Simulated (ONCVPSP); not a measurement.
**What one change does to a pseudopotential (Bi, ONCV)**

* Element: bismuth
* Generator: ONCVPSP 4.0.1
* Type: optimised norm-conserving Vanderbilt (ONCV)
* Functional: PW91
* Relativity: scalar-relativistic
* Frozen core: [Xe] 4f14
* Valence charge: 15
* Reference configuration: 5d10 6s1.5 6p3.5
* Partial waves: 6s: rc 1.85 bohr, ncon 3, nbas 7, qcut 2.9 1/bohr, 2 projectors, debl 1.2 Ha; 6p: rc 2.55 bohr, ncon 4, nbas 8, qcut 3.5 1/bohr, 2 projectors, debl 2.2 Ha; 5d: rc 1.80 bohr, ncon 4, nbas 9, qcut 8.3 1/bohr, 2 projectors, debl 1.9 Ha
* Local potential: polynomial inside 1.80 bohr (lpopt 5, dvloc0 1 Ha)
* Core correction: Teter function, fcfact 4, rcfact 1.6

Change: s: rc 2.

Cutoffs: the cutoffs (Ha) at which the residual kinetic energy of the hardest occupied pseudo-wave falls to 1 and 0.1 mHa per electron; they do not see the model core or the augmentation charge, which bear on the density cutoff. Errors are all-electron minus pseudo energies relative to the spin-unpolarised reference configuration.

Task: How do hardness, ghosts and transferability respond?

Result: The potential gets softer (32 Ha and 52 Ha → 28 Ha and 47 Ha); of the 4 tests that both files solve, the error grows in 2 and shrinks in 1 by more than 15 % and 0.3 meV (median size 16.7 → 18.8 meV); neither file shows a bound ghost. A larger radius leaves more room for a smooth pseudo-wave, so fewer plane waves are needed.

| quantity | base | changed |
| --- | --- | --- |
| cutoff, loose | 32 Ha | 28 Ha |
| cutoff, tight | 52 Ha | 47 Ha |
| loose cutoff by channel | s 32 Ha, p 5.0 Ha, d 25 Ha | s 28 Ha, p 5.0 Ha, d 25 Ha |
| bound ghosts | none | none |
| GHOST(+) flags under 300 eV | s at 45.5 eV, p at 105.9 eV | s at 45.6 eV, p at 105.9 eV |
| error for 5d10 6s2 6p3, meV [ΔE -5.01 eV] | -2.0 | -3.1 |
| error for 5d10 6s2 6p2, meV [ΔE 2.96 eV] | -8.1 | -9.8 |
| error for 5d10 6s2 6p1, meV [ΔE 18.29 eV] | -25 | -28 |
| error for 5d9 6s2 6p4, meV [ΔE 19.18 eV] | -143 | -120 |
| p: phases at 2.58 bohr within 0.05 rad from the reference energy up to (Ha; the scan ends near 5) | 2.6 | 2.6 |
| d: phases at 1.83 bohr within 0.05 rad from the reference energy up to (Ha; the scan ends near 5) | to the end of the scan | to the end of the scan |
| rms error of d²Exc/dni dnj with the model core, mHa | 0.69 | 0.77 |
